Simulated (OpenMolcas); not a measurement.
**P⁺: effect of the active space**

```json
{
  "Program": "OpenMolcas",
  "Method": "SS-CASPT2 or its RAS form, IPEA 0.25 Eh, imaginary shift 0.1 Eh",
  "Basis": "ANO-RCC",
  "Scalar Hamiltonian": "DKH2, point nucleus",
  "Spin-orbit coupling": "RASSI with atomic mean-field integrals over the reference wave functions, term energies averaged over their components"
}
```

A. 2 electrons in 9 orbitals (RAS2 3p; RAS3 3d 4s, at most 1 electron); 2S+1 = 3 even, 3 roots; 2S+1 = 1 even, 6 roots; 2S+1 = 3 odd, 18 roots; 2S+1 = 1 odd, 18 roots; closed shells correlated: 2s 2p 3s; CASPT2 step about 40 core-seconds
B. 4 electrons in 9 orbitals (RAS2 3s 3p; RAS3 3d, at most 2 electrons); 2S+1 = 3 even, 6 roots; 2S+1 = 1 even, 11 roots; 2S+1 = 5 odd, 1 root; 2S+1 = 3 odd, 8 roots; 2S+1 = 1 odd, 8 roots; closed shells correlated: 2s 2p; CASPT2 step roughly 40 core-seconds

Energies in cm-1 above 3s2 3p2 3P0, the measured ground level; measured values from NIST Handbook of Basic Atomic Spectroscopic Data.

```csv
Level,A,B,Measured
3s2 3p2 3P0,0.0,0.0,0.0
3s2 3p2 3P1,146,145,165
3s2 3p2 3P2,422,416,469
3s2 3p2 1D2,8590,8850,8882
3s2 3p2 1S0,25920,21540,21576
```

Deviations, from unrounded energies. A percentage is the sum of absolute deviations over the sum of measured energies, with the sign that they share, or ± where signs differ.

```csv
Against measurement,Levels,A,B
mean absolute deviation (cm-1),4,1200,35
fine structure of the ground term (%),2,-10.4,-11.4
other terms of the ground configuration (%),2,±15.2,-0.2
```

B lies closest to measurement on these levels. The largest miss of B in the table is 3s2 3p2 3P2, by -53 cm-1. The ranking rests on the paired levels alone, and a cruder setting can come out closer through cancelling errors.

Between A and B the level of the table that moves most is 3s2 3p2 1S0, by 4400 cm-1 (lowest in B, highest in A). Moves below CASPT2's spread within the term are not significant.

CASPT2 does not keep the components of a term degenerate, so their means are used; among the terms shown or strongly mixed into the levels shown the widest spread is 110 cm-1 (3s2 3p2 1D, A). Over all roots computed the reference weight is 0.90 to 0.96 in A, 0.92 to 0.99 in B; the roots of lowest weight are the least certain, and an intruder state may touch them. With the s shell closed, the reference lacks s² → p² mixing (holds for A). Some terms miss by over 15 % even with CASPT2, which points to a basis or an active space too small for the shells correlated (holds for A). The run also gave levels led by 3s 3p2 3d, 3s2 3p 3d, which use shells meant for correlation; these and all levels above them are left out (holds for B). Measured partners are found by configuration, term and J. A level has none where our copy of the source lacks it or the pairing is in doubt (some pairs that miss far off the trend of their configuration count as doubtful), and it then counts in no deviation. Only configurations of the active space appear. Levels that lie high or do not pair safely by name in every column are left out.
